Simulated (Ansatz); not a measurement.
`O[SiH]([AlH2])CF` + H–F → `O[SiH](F)[AlH2]` + `CF`  (ligand exchange at the Si–C bond)

Isolated molecules relaxed with PBE0-D4/def2-TZVP in Ansatz; ΔE leaves out vibrations. CCSD(T)/CBS is the MP2 limit (def2-TZVPP, def2-QZVPP) plus CCSD(T) − MP2 in def2-TZVPP, frozen cores. This one scheme is used for every species. Functionals use def2-TZVPP. B3LYP here is the variant with VWN-RPA as its local correlation; programs differ in this. Each species was taken in one conformer, which may not be the lowest.

| level | ΔE (kJ/mol) | difference from CCSD(T)/CBS |
| --- | --- | --- |
| r2SCAN-D4 | -170.9 | 0.0 |
| B3LYP-D4 | -174.5 | -3.6 |
| ωB97X-V | -174.3 | -3.4 |
| ωB97M-V | -172.8 | -1.9 |
| r2SCAN | -172.2 | -1.3 |
| MP2/def2-QZVPP | -173.8 | -2.9 |
| SCS-MP2/def2-QZVPP | -179.6 | -8.7 |
| HF/CBS(def2) | -204.1 | -33.2 |
| MP2/CBS(def2) | -172.7 | -1.8 |
| CCSD/CBS(def2) | -175.2 | -4.3 |
| CCSD(T)/CBS | -170.9 | 0 |

Largest T1 diagnostic among the species: 0.012.

The D4 term adds +6.9 kJ/mol with B3LYP and +4.0 kJ/mol with PBE0; it sums over pairs of atoms, weighted by their polarisabilities, and B3LYP, whose exchange is more repulsive, gets the larger term. In def2-TZVPP, CCSD(T) changes the Hartree–Fock value by +30.1 kJ/mol (the triples alone add +4.3 kJ/mol) and MP2 by +28.2 kJ/mol. From PBE to PBE0 (25 % exact exchange), in def2-TZVPP and without D4, ΔE moves by −5.4 kJ/mol.
